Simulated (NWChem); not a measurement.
# silene (CH4Si); SMILES C=[SiH2]

```xyz
6

C      0.0000     0.0000     1.1520
Si     0.0000     0.0000    -0.5466
H      0.0000     0.9176     1.7287
H      0.0000    -0.9176     1.7287
H      0.0000    -1.2448    -1.3446
H      0.0000     1.2448    -1.3446
```
Atoms are numbered in this order, from 1.

All runs: NWChem. The geometry was optimised at PBE0-D3(BJ)/def2-TZVP. Level: PBE0/def2-SVP with SMD (1 M gas to 1 M solution), gas-phase geometry. Reactions with the solvent are ignored.

For solvent water:

solvation free energy (kcal/mol): 1.4
cavity-dispersion-structure term (kcal/mol): 3.1

Q: Estimate the same quantities for solvent tetrahydrofuran.

A: 
- solvation free energy (kcal/mol) = -0.7
- cavity-dispersion-structure term (kcal/mol) = 0.8
